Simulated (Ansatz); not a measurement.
Consider the ligand exchange at a Cd–O bond: `[NH2][Cd][O][SiH3]` + CH₃OH → `C[O][Cd][NH2]` + `O[SiH3]`.

Isolated molecules relaxed with PBE0-D4/def2-TZVP in Ansatz; ΔE leaves out vibrations. CCSD(T)/CBS adds triple-zeta CCSD(T) − MP2 to the extrapolated MP2 energy (def2 sets, frozen cores). This one scheme is used for every species. Functionals use def2-TZVPP. Elements past krypton have def2 core potentials. For Cd outer-core shells are correlated without core-valence functions, which leaves a few kJ/mol of doubt a bond. Each species was taken in one conformer, which may not be the lowest.

`[NH2][Cd][O][SiH3]`:

```xyz
9

N     0.898   -2.636    1.170
Cd    0.669   -0.871    0.263
O     0.366    0.859   -0.606
Si   -0.876    1.887   -0.765
H     1.194   -3.353    0.517
H     1.613   -2.594    1.888
H    -1.346    2.413    0.553
H    -0.459    3.047   -1.601
H    -2.059    1.248   -1.419
```

CH₃OH:

Cartesian coordinates in Å:
```
C 0.241 0.011 -0.262
O -0.337 -0.415 0.950
H 1.169 -0.547 -0.387
H 0.485 1.081 -0.256
H -0.401 -0.197 -1.127
H -1.156 0.066 1.083
```

`C[O][Cd][NH2]`:

Cartesian coordinates in Å:
```
C 0.269 -1.923 0.704
O 0.320 -0.596 1.141
Cd -0.055 0.924 -0.048
N -0.442 2.452 -1.282
H -0.727 -2.225 0.346
H 0.518 -2.578 1.549
H 0.988 -2.146 -0.098
H 0.349 3.081 -1.360
H -1.220 3.013 -0.952
```

`O[SiH3]`:

Z-matrix (Å, degrees):
```
Si
O 1 1.648
H 1 1.489 2 111.7
H 1 1.489 2 111.7 3 120.9
H 1 1.481 2 105.9 3 -119.6
H 2 0.957 1 117.9 3 -60.5
```

Problem. Is it downhill or uphill in electronic energy at CCSD(T)/CBS, and by how much? (Estimate.)

Solution. The calculation gave: Uphill: ΔE = +34.5 kJ/mol.

Problem. What do these levels give: r2SCANh-D4, PBE0, r2SCANh, MP2/def2-TZVPP, CCSD/def2-TZVPP, MP2/CBS(def2)? (An estimate is asked.)

Solution. Computed: r2SCANh-D4 31.3, PBE0 31.3, r2SCANh 31.1, MP2/def2-TZVPP 35.2, CCSD/def2-TZVPP 36.8, MP2/CBS(def2) 34.3 kJ/mol.

Largest T1 diagnostic among the species: 0.016.

From BLYP to BHLYP (50 % exact exchange), in def2-TZVPP and without D4, ΔE moves by +10.9 kJ/mol. In def2-TZVPP, CCSD(T) changes the Hartree–Fock value by −7.3 kJ/mol (the triples alone add −1.4 kJ/mol) and MP2 by −7.4 kJ/mol. Leaving LDA and LC-ωPBE aside and taking each functional with its dispersion term where it has one, the values, not all of them listed here, spread over 11.9 kJ/mol, from revPBE-D4 to BHLYP-D4.
